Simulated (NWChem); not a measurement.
# AlH2SOF; SMILES [SH][Al]([F])[OH]

```xyz
6

Al    -0.0177    -0.4420     0.0000
F     -1.4318    -1.3108     0.0000
O      1.4896    -1.2023     0.0000
H      1.6570    -2.1458     0.0000
S     -0.1063     1.7187     0.0000
H      1.2437     1.8084     0.0000
```
Atoms are numbered in this order, from 1.

Program: NWChem. Pople sets run with spherical d functions. Structure relaxed at the PBE0/def2-SVP level.

For level Hartree-Fock/6-31G*:

```
Quantity                      Value
---------------------------  ------
highest occupied level (eV)  -10.70
orbital gap (eV)              13.00
dipole (D)                     2.27
```

Task: What are these values for level Hartree-Fock/STO-3G?

Result: 
| Property | Value |
|---|---|
| highest occupied level (eV) | -6.93 |
| orbital gap (eV) | 16.66 |
| dipole (D) | 1.65 |
